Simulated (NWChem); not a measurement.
C2H4FNOSi; SMILES C1=CO[Si@@]1(N)F

```xyz
10

N      1.1759    -1.4725    -0.3767
Si    -0.0554    -0.3406    -0.1347
F     -1.3854    -1.2101     0.1537
C     -0.1244     1.2394    -1.0448
C      0.0178     1.7844     0.1857
O      0.0947     0.8277     1.1576
H      2.0991    -1.2037    -0.6919
H      1.1496    -2.3974     0.0347
H     -0.2077     1.7321    -2.0092
H      0.0776     2.8286     0.5177
```
Atoms are numbered in this order, from 1.

Level: PBE0/def2-SVP (NWChem), optimised geometry, unscaled harmonic frequencies. 

| frequency (cm⁻¹) | IR intensity (km/mol) |
|---|---|
| 151 | 5.7 |
| 191 | 4.0 |
| 246 | 4.9 |
| 311 | 19.0 |
| 339 | 182.1 |
| 352 | 12.3 |
| 451 | 63.7 |
| 573 | 38.3 |
| 629 | 23.9 |
| 731 | 38.8 |
| 778 | 6.7 |
| 880 | 23.0 |
| 947 | 199.0 |
| 964 | 162.5 |
| 982 | 19.0 |
| 1069 | 126.3 |
| 1155 | 134.3 |
| 1302 | 27.5 |
| 1527 | 80.8 |
| 1584 | 105.3 |
| 3191 | 11.8 |
| 3308 | 3.0 |
| 3634 | 61.1 |
| 3741 | 63.0 |

- zero-point energy: 41.5 kcal/mol
- thermal correction to the enthalpy at 298.15 K (with zero-point energy): 46.3 kcal/mol
- heat capacity Cv: 23.8 cal/(mol K)
- entropy at 298.15 K and 1 atm (symmetry number 1): 79.8 cal/(mol K)
- dipole moment: 2.58 D

Rigid rotor and harmonic oscillator.
